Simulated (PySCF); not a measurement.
C3H8BFO, SMILES CCB(F)CO.

Geometry optimised at r2SCAN-D4/def2-SVP. The structure was generated by enumeration, and PubChem lists no compound with its InChIKey, so it may never have been made. One conformer was computed; it need not be the lowest.

These are PySCF with TDA-PBE0/def2-SVPD values and carry that method's errors.

Vertical excitations. Gas-phase values at a fixed geometry.

Computed lowest excited states:
```
state  energy (eV)  λ (nm)      f                                           main pairs
-----  -----------  ------  -----  ---------------------------------------------------
S1            5.87     211  0.004                                       HOMO→LUMO 95 %
S2            6.58     188  0.002                                     HOMO→LUMO+1 86 %
S3            7.22     172  0.028  HOMO→LUMO+2 49 %, HOMO−1→LUMO 36 %, HOMO→LUMO+1 9 %
S4            7.28     170  0.004                   HOMO−1→LUMO 58 %, HOMO→LUMO+2 33 %
S5            7.91     157  0.012                 HOMO→LUMO+3 49 %, HOMO−1→LUMO+1 45 %
S6            7.99     155  0.035                 HOMO−1→LUMO+1 46 %, HOMO→LUMO+3 42 %
S7            8.21     151  0.022                                     HOMO−2→LUMO 96 %
S8            8.42     147  0.055                                     HOMO−3→LUMO 92 %
S9            8.47     146  0.012                                     HOMO→LUMO+4 84 %
S10           8.51     146  0.004                                   HOMO−1→LUMO+2 74 %
T1            5.38     230      0                                       HOMO→LUMO 92 %
T2            6.33     196      0                   HOMO→LUMO+1 70 %, HOMO→LUMO+2 23 %
T3            6.73     184      0                                     HOMO−1→LUMO 83 %
T4            7.04     176      0                   HOMO→LUMO+2 63 %, HOMO→LUMO+1 24 %
```
Triplets are in the Tamm–Dancoff approximation.
